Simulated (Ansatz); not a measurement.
Geometry optimisation, RKS PBE0-D4/def2-SVP (Ansatz 0.2.0).

input.yaml

```yaml
crystal:
  periodic: [false, false, false]
  atoms:
    - { symbol: "N", position_ang: [0.1365, 1.3014, -0.2948] }
    - { symbol: C, position_ang: [0.395, -0.0073, 0.1417] }
    - { symbol: F, position_ang: [0.77364, 0.05444, 1.45347] }
    - { symbol: Te, position_ang: [1.93076, -0.93226, -0.91517] }
    - { symbol: H, position_ang: [-0.2549, 1.2828, -1.3096] }
    - { symbol: H, position_ang: [-0.7014, 1.7231, 0.2751] }
    - { symbol: H, position_ang: [-0.54952, -0.61246, 0.06581] }
    - { symbol: H, position_ang: [1.77549, -2.36707, 0.0046] }
basis:
  gaussian: { orbitals: def2-SVP }
hamiltonian:
  xc: pbe0
  dispersion: d4
relax:
  f_tol: 0.015
  max_steps: 40
```

Command:

```bash
$ ansatz run input.yaml --threads 1 --pin off --max-ram 2048MiB --backend cpu --events-out ev --progress --plain --runs-dir out
```

**Question.** Where does it end, and by what steps?

**Answer.** The forces met the threshold. After 7 steps the energy has fallen by 0.456 eV; H8 moved furthest, 0.48 Å.

| step | energy less start (eV) | largest force component (eV/Å) | accepted |
| --- | --- | --- | --- |
| 0 | 0.0000 | 2.589 | yes |
| 1 | -0.3585 | 1.258 | yes |
| 2 | -0.4004 | 0.639 | yes |
| 3 | -0.4293 | 0.267 | yes |
| 4 | -0.4510 | 0.180 | yes |
| 5 | -0.4558 | 0.075 | yes |
| 6 | -0.4559 | 0.033 | yes |
| 7 | -0.4561 | 0.007 | yes |

```xyz
8
Properties=species:S:1:pos:R:3
N 0.082 1.265 -0.342
C 0.368 0.027 0.287
F 0.667 0.273 1.589
Te 2.074 -0.857 -0.778
H -0.157 1.146 -1.322
H -0.681 1.743 0.137
H -0.430 -0.743 0.283
H 1.583 -2.411 -0.432
```

Whether the end is a true minimum wasn't checked by a vibrational analysis.

The run took 39 s on 1 thread of Arm Neoverse V2, on a shared host, peak memory 0.19 GiB.
